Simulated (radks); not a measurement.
Results of a calculation; reference values are marked as such.
Q: Successive ionisation energies (eV) of one element, from differences of total energies of ions in their ground configurations, starting at charge 66: 16437.3, 16759.9, 18221.3, 18543.8, 74815, 76186. Level of theory: scalar-relativistic Kohn-Sham, PBE, spin-polarised, spherical densities, finite nucleus; open shells are filled with parallel spins first (spin-orbit coupling, left out, can overturn this in heavy ions); Fermi nuclear charge, rms radius 5.347 fm (a radial shooting solver on a logarithmic mesh with Libxc functionals). Which element is it?

A: Hafnium (Z = 72). The first species listed is Hf66+ in [He] 2s2 2p2, the last Hf71+ in 1s1.
